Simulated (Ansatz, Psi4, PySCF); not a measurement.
CH3F, charge -1, doublet, at the geometry of the source list (a state made from the parent by changing its charge; the spin is typed, not shown lowest) (in this run its highest filled SCF level lies above zero, so its values depend strongly on the basis, on diffuse functions most of all). Base run: HF/6-311G** (PySCF).

Here is a job for PySCF.
```python
from pyscf import gto, scf

mol = gto.M(
    atom='''
C    -0.068600    0.010300    0.007200
F     1.272400   -0.191100   -0.132900
H    -0.326100   -0.144400    1.055800
H    -0.290900    1.033000   -0.300300
H    -0.586800   -0.707800   -0.629800
''',
    basis='6-311g**',
    charge=-1,
    spin=1,
    verbose=4,
)

mf = scf.UHF(mol)
mf.kernel()
```

The same geometry, method and basis name were run in Ansatz (a first-principles code) and Psi4 and PySCF, at each program's defaults and at the settings that a row names. The base is PySCF at its defaults. Differences at the defaults can come from grids, fitting, cores and function types together.

```
code and settings                                                           ΔE vs base (µEh)  basis functions      E (Eh)  SCF cycles
--------------------------------------------------------------------------  ----------------  ---------------  ----------  ----------
PySCF, defaults (exact integrals, spherical functions)                                   0.0               54  -138.92455          11
Psi4, defaults (density fitting with its default set, spherical functions)              -5.1               54  -138.92456          12
Ansatz, defaults (factorised integrals, spherical functions)                             2.3               54  -138.92455           -
PySCF, density fitting with def2-universal-jkfit                                         7.3               54  -138.92454          11
Psi4, exact integrals, spherical functions                                               0.0               54  -138.92455          16
Ansatz, high accuracy                                                                    0.0               54  -138.92455           -
```

Open shells are given as the SCF converged; they aren't shown to be the lowest states, and a large step between rows can be another state.
